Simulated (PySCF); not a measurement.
ITl, charge -1, doublet, at a GFN2-xTB geometry (such geometries of metal compounds can be far from the true shape) (a state made from the parent by changing its charge; the spin is typed, not shown lowest) (core potentials on I, Tl). Base run: PySCF with DF-HF/def2-SVP.

The PySCF input:
```python
from pyscf import gto, scf

mol = gto.Mole()
mol.atom = '''
    Tl   -0.00000000   -0.00000000   -1.17686441
    I     0.00000000    0.00000000    1.79860409
'''
mol.basis = 'def2-svp'
mol.ecp = {'I': 'def2-svp', 'Tl': 'def2-svp'}
mol.charge = -1
mol.spin = 1
mol.verbose = 4
mol.build()

mf = scf.UHF(mol)
mf = mf.density_fit(auxbasis='def2-universal-jkfit')
mf.kernel()
mf.analyze()
```

The base run was repeated with changes; each row names its change, and settings that it needs were set with it.

```
change              basis functions      E (Eh)  HOMO (eV)
------------------  ---------------  ----------  ---------
base                             52  -468.25820      -0.45
basis = LANL2DZ                 ___         ___        ___
basis = def2-SV(P)               52  -468.25820      -0.45
basis = def2-SVPD                67  -468.23116       0.51
basis = def2-TZVP               100  -468.27324      -0.57
basis = def2-TZVPP              100  -468.27324      -0.57
basis = def2-TZVPD              ___         ___        ___
basis = def2-QZVP               164  -468.27636      -0.63
basis = def2-QZVPP              164  -468.27636      -0.63
```

Q: What belongs in the gaps?

A: 
- basis = LANL2DZ, basis functions: 26
- basis = LANL2DZ, E (Eh): -61.37936
- basis = LANL2DZ, HOMO (eV): -0.12
- basis = def2-TZVPD, basis functions: 115
- basis = def2-TZVPD, E (Eh): -468.27531
- basis = def2-TZVPD, HOMO (eV): -0.65

Totals compare only among sets that treat the same electrons; sets with core potentials leave the core out.

Open shells are given as the SCF converged; they aren't shown to be the lowest states, and a large step between rows can be another state.
